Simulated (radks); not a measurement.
The numbers below are computed, except where a source is named.
Q: Radial electron density D(r) = 4 pi r^2 rho(r) of an atom or ion with 67 electrons. Level of theory: Dirac Kohn-Sham, LDA (Slater exchange, Perdew-Wang correlation), spin-unpolarised, spherical densities, finite nucleus; Fermi nuclear charge, rms radius of each element as measured or else 0.836 A^(1/3) + 0.57 fm (a radial shooting solver on a logarithmic mesh with Libxc functionals).

```
   r/bohr * D(r) (the largest magnitude, 122, reaches the edge; | marks zero)
 0.001589 |    *
 0.002154 |       *
 0.002919 |           *
 0.003988 |                 *
 0.005404 |                        *
 0.007324 |                                *
  0.01001 |                                       *
  0.01356 |                                          *
  0.01838 |                                        *
  0.02511 |                                     *
  0.03403 |                                       *
  0.04612 |                                                *
    0.063 |                                                      *
  0.08539 |                                               *
   0.1157 |                                         *
   0.1581 |                                               *
   0.2143 |                                           *
   0.2904 |                         *
   0.3967 |                        *
   0.5376 |                         *
   0.7286 |              *
   0.9875 |       *
    1.349 |    *
    1.828 | *
    2.478 |*
    3.385 *
    4.588 *
    6.218 *
    8.495 *
```

What is the nuclear charge?

A: Z = 68. The innermost maximum, from 1s, lies near gamma/Z bohr with gamma = sqrt(1 - (Z/c)^2) = 0.868, here 0.0128 bohr (found: 0.0141), and its height grows with Z. The density is that of the erbium ion Er+ in [Xe] 4f12 6s1; the configuration itself is not fixed sharply by these data, and Z only to a few units. D(r) has 4 maxima, at r = 0.0141, 0.0625, 0.174, 0.477 bohr, and minima at 0.0272, 0.114, 0.338 bohr, inside which lie 2.01, 11.13, 29.63 electrons.
